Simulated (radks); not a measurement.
The numbers below are computed, except where a source is named.
Task: All-electron atom: the argon ion Ar5+ in [Ne] 3s2 3p1. Level of theory: scalar-relativistic Kohn-Sham, PBEsol, spin-polarised, spherical densities, finite nucleus; open shells are filled with parallel spins first; Fermi nuclear charge, rms radius 3.4274 fm (a radial shooting solver on a logarithmic mesh with Libxc functionals). Some entries of the table are withheld. Estimate them.

| orbital | occ. | eigenvalue (eV) | r(max) (bohr) | <r^2> (bohr^2) |
|---|---|---|---|---|
| 1s up | 1 | -3209.694 | 0.05612 | 0.009904 |
| 1s down | 1 | -3209.376 | 0.05611 | 0.009903 |
| 2s up | 1 | -386.0867 | 0.3381 | (1) |
| 2s down | 1 | -385.7719 | 0.3382 | (2) |
| 2p up | 3 | -319.8663 | 0.2797 | 0.1737 |
| 2p down | 3 | -319.4402 | 0.2799 | 0.1734 |
| 3s up | 1 | -99.3760 | 1.096 | 1.688 |
| 3s down | 1 | -97.1692 | 1.095 | 1.698 |
| 3p up | 1 | -82.8577 | 1.138 | 1.884 |
| 3p down | 0 | -80.7123 | 1.137 | 1.903 |

Result: 
(1) 2s up <r^2> (bohr^2): 0.2019
(2) 2s down <r^2> (bohr^2): 0.2016
